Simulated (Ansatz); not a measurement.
System: ethynyl(prop-2-ynyl)silane, C5H6Si, net charge 0, singlet state. SMILES: C#CC[SiH2]C#C
Coordinates optimised at B3LYP-D3(BJ)/def2-TZVP (Ansatz, a program for electronic structure):
```xyz
12

C      3.0579     1.1372     0.2799
C      1.8598     1.1296     0.1985
C      0.4170     1.0429     0.0955
Si    -0.1361    -0.7620    -0.0584
C     -1.9588    -0.8082    -0.1844
C     -3.1620    -0.8129    -0.2660
H      4.1169     1.1632     0.3531
H     -0.0644     1.4813     0.9741
H      0.0539     1.5943    -0.7763
H      0.2882    -1.5182     1.1371
H      0.4509    -1.3626    -1.2731
H     -4.2235    -0.8222    -0.3383
```

Parts of the frozen-core correlation energy in cc-pV(T+d)Z (Ansatz, hartree). Frozen orbitals: 10; correlated occupied orbitals by spin: 15 and 15; virtual: 248 and 248. No spin-orbit coupling. Non-relativistic.

```tsv
term	value
reference (HF)	-481.73765
MP2 opposite-spin	___
MP2 same-spin	-0.20662
CCSD correlation	___
(T)	___
T1 diagnostic	0.012
largest doubles amplitude	0.060
```

### Question
What belongs in the gaps?

### Answer

- MP2 opposite-spin, value: -0.68450
- CCSD correlation, value: -0.93002
- (T), value: -0.04708
